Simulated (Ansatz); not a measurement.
Mulliken charges of BClGeH4Si, SMILES `Cl[SiH]1[BH][GeH2]1` from ωB97M-V/def2-TZVPP in Ansatz (PBE0-D4/def2-TZVP geometry).

| atom | x (Å) | y (Å) | z (Å) | charge (e) |
| --- | --- | --- | --- | --- |
| Cl1 | -1.801 | 2.639 | -1.153 | -0.170 |
| Si2 | -0.621 | 1.034 | -0.707 | 0.186 |
| B3 | -0.394 | 0.171 | 0.924 | -0.113 |
| Ge4 | 0.852 | -1.216 | 0.454 | -0.113 |
| H5 | 0.057 | 0.648 | -1.965 | 0.009 |
| H6 | -0.868 | 0.369 | 1.993 | 0.109 |
| H7 | 1.415 | -1.400 | -0.965 | 0.044 |
| H8 | 1.452 | -2.304 | 1.363 | 0.048 |

Question: By hand: the dipole of these point charges (1 e Å = 4.8032 D).

Answer: Σ q r = (0.177, -0.264, 0.131) e Å, of length 0.344 e Å = 1.65 D.

Question: How does the dipole of the full density compare? (Estimate.)

Answer: The calculation gave: (0.201, -0.185, -0.179) e Å, 1.57 D; the point charges give 1.05 times that, at 57° from its direction.

Point charges leave out the atoms' own dipoles, such as those of lone pairs, and Mulliken's split depends on the basis, so the two needn't agree.
